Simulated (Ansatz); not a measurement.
Basis sets compared for Rb4⁻ (the lowest doublet isomer of a short search). Charge -1, multiplicity 2. Geometry PBE/def2-TZVPD. Ansatz on 4 threads of Arm Neoverse V1 on a shared host; times are rough, and most runs start from earlier orbitals.

```xyz
4

Rb   -1.645   -0.747    1.703
Rb    1.665    0.739   -1.689
Rb    0.085    3.752    1.704
Rb   -0.105   -3.745   -1.718
```

In the def2 sets Rb takes a core potential; there is no spin–orbit coupling. At PBE/def2-SVPD, PBE/def2-TZVPD the highest occupied level of the charge -1 doublet lies above zero (up to 0.15 eV). By energy differences its removal costs 0.90 eV (vertical, to the charge 0 singlet, at PBE/def2-TZVPD); a positive level beside a positive removal energy at the same level points to self-interaction error. The structure comes from a short search, and lower isomers may exist.

```json
{"level": "PBE/def2-SVPD", "functions": "108", "energy (Eh)": "-96.4062", "HOMO (eV)": "0.14", "LUMO (eV)": "0.46", "wall time": "5.5 s"}
{"level": "PBE0/def2-SVPD", "functions": "108", "energy (Eh)": "-96.3985", "HOMO (eV)": "-0.18", "LUMO (eV)": "0.83", "wall time": "9 s"}
```

Task: Estimate the rows for PBE/def2-TZVPD, PBE0/def2-TZVPD.

Result: 
```
          level  functions  energy (Eh)  HOMO (eV)  LUMO (eV)  wall time
 PBE/def2-TZVPD        132     -96.4083       0.15       0.49      9.5 s
PBE0/def2-TZVPD        132     -96.4003      -0.17       0.85       15 s
```
